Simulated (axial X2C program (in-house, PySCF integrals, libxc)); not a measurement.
**NaCo: cheaper levels and CCSD(T), two-component**

Computed with an in-house relativistic program for diatomic molecules. Two-component (2c) means X2C with spin–orbit coupling and atomic mean-field two-electron Coulomb and Gaunt terms. Basis: Co dyall-cv3z [9s10p6d3f2g], Na dyall-cv3z [9s8p5d2f] (cores contracted in-house); Gaussian nuclei, density fitting, unrestricted open shells. Masses: Co 58.933 u, Na 22.990 u.

State: Ω = 3 (⟨Sz⟩ = 1.00, ⟨Lz⟩ = 2.00 at HF); fragments Co + Na.

```json
{"level": "PBE0", "Re (Å)": "2.640", "ωe (cm⁻¹)": "202.6"}
{"level": "HF", "Re (Å)": "2.986", "ωe (cm⁻¹)": "114.2"}
{"level": "CCSD", "Re (Å)": "2.638", "ωe (cm⁻¹)": "209.5"}
{"level": "B3LYP", "Re (Å)": "2.621", "ωe (cm⁻¹)": "206.6"}
```

Correlated methods: 10 electrons correlated (number of frozen shells: Co 3 s, 2 p; Na 2 s, 1 p), 272 virtual spin orbitals or spinors in MP2, 90 natural virtuals in coupled cluster.

CCSD(T), same Hamiltonian and basis:

Re = 2.616 Å, ωe = 217.4 cm⁻¹; T1 = 0.064 (Lee–Taylor normalisation).

Question: Give the differences from CCSD(T) in the columns below.

Answer: 

```csv
level,ΔRe (Å),Δωe (cm⁻¹)
PBE0,0.024,-14.8
HF,0.370,-103.2
CCSD,0.022,-7.9
B3LYP,0.005,-10.8
```

The state is a single determinant with fixed occupations, the lowest that a limited PBE0 search found. De is not given where an atomic determinant may have missed its ground term or J level, or where the truncated virtual space spoils (T). Density functionals use the spin component along the axis (collinear). Coupled cluster ran in a truncated set of natural virtual spinors; the MP2 energy of the rest was added. (T) has no such correction and the atoms are truncated less, which lowers De at CCSD(T) by a hundredth of an eV or more. Without a current term, density functionals place determinants with orbital angular momentum somewhat too high. With several unpaired electrons one determinant need not be a pure state. The determinant is spin-polarised beyond a pure state at some levels (its spin-free form has ⟨S²⟩ too high), which makes Re and μ there less reliable. The T1 diagnostic is large, a sign of multireference character. The lowest spin-free determinant has another configuration (M_S = 1, Λ = 0), so the order of states is uncertain and this need not be the ground state.
